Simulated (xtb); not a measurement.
xtb input (GFN2-xTB):

```bash
xtb mol.xyz --gfn 2 --sp --chrg 2 --uhf 0
```
mol.xyz:
```
2

O     -0.00000000    -0.00000000    -0.51622979
O      0.00000000     0.00000000     0.51622979
```

End of the output:

```
         :::::::::::::::::::::::::::::::::::::::::::::::::::::
         ::                     SUMMARY                     ::
         :::::::::::::::::::::::::::::::::::::::::::::::::::::
         :: total energy              -6.310968752528 Eh    ::
         :: gradient norm              0.116801906580 Eh/a0 ::
         :: HOMO-LUMO gap              6.525199222299 eV    ::
         ::.................................................::
         :: SCC energy                -6.357848529159 Eh    ::
         :: -> isotropic ES            0.844074704173 Eh    ::
         :: -> anisotropic ES         -0.024315536993 Eh    ::
         :: -> anisotropic XC         -0.005118125045 Eh    ::
         :: -> dispersion             -0.000084245580 Eh    ::
         :: repulsion energy           0.046879776631 Eh    ::
         :: add. restraining           0.000000000000 Eh    ::
         :: total charge               2.000000000000 e     ::
         :::::::::::::::::::::::::::::::::::::::::::::::::::::

           -------------------------------------------------
          |                Property Printout                |
           -------------------------------------------------

    * Orbital Energies and Occupations

         #    Occupation            Energy/Eh            Energy/eV
      -------------------------------------------------------------
         1        2.0000           -1.7280583             -47.0229
         2        2.0000           -1.5481432             -42.1271
         3        2.0000           -1.5481432             -42.1271
         4        2.0000           -1.5355804             -41.7853
         5        2.0000           -1.3961856             -37.9921 (HOMO)
         6                         -1.1563889             -31.4669 (LUMO)
         7                         -1.1563889             -31.4669
         8                          0.0169248               0.4605
      -------------------------------------------------------------
                  HL-Gap            0.2397967 Eh            6.5252 eV
             Fermi-level           -1.2762872 Eh          -34.7295 eV

     #   Z          covCN         q      C6AA      α(0)
     1   8 O        0.981     1.000     6.526     3.427
     2   8 O        0.981     1.000     6.526     3.427

 Mol. C6AA /au·bohr⁶  :         26.104221
 Mol. C8AA /au·bohr⁸  :        526.797403
 Mol. α(0) /au        :          6.853430

Wiberg/Mayer (AO) data.
largest (>0.10) Wiberg bond orders for each atom

 ---------------------------------------------------------------------------
     #   Z sym  total        # sym  WBO       # sym  WBO       # sym  WBO
 ---------------------------------------------------------------------------
     1   8 O    3.000 --     2 O    3.000
     2   8 O    3.000 --     1 O    3.000
 ---------------------------------------------------------------------------

Topologies differ in total number of bonds
Writing topology from bond orders to xtbtopo.mol

molecular dipole:
                 x           y           z       tot (Debye)
 q only:        0.000       0.000      -0.000
Note: The following floating-point exceptions are signalling: IEEE_DENORMAL
normal termination of xtb
   full:        0.000       0.000      -0.000       0.000
molecular quadrupole (traceless):
                xx          xy          yy          xz          yz          zz
 q only:       -0.952       0.000      -0.952       0.000       0.000       1.903
  q+dip:       -0.762       0.000      -0.762      -0.000      -0.000       1.524
   full:       -0.092       0.000      -0.092      -0.000      -0.000       0.184

           -------------------------------------------------
          | TOTAL ENERGY               -6.310968752528 Eh   |
          | GRADIENT NORM               0.116801906580 Eh/α |
          | HOMO-LUMO GAP               6.525199222299 eV   |
           -------------------------------------------------

------------------------------------------------------------------------
------------------------------------------------------------------------
 total:
 SCF:
```
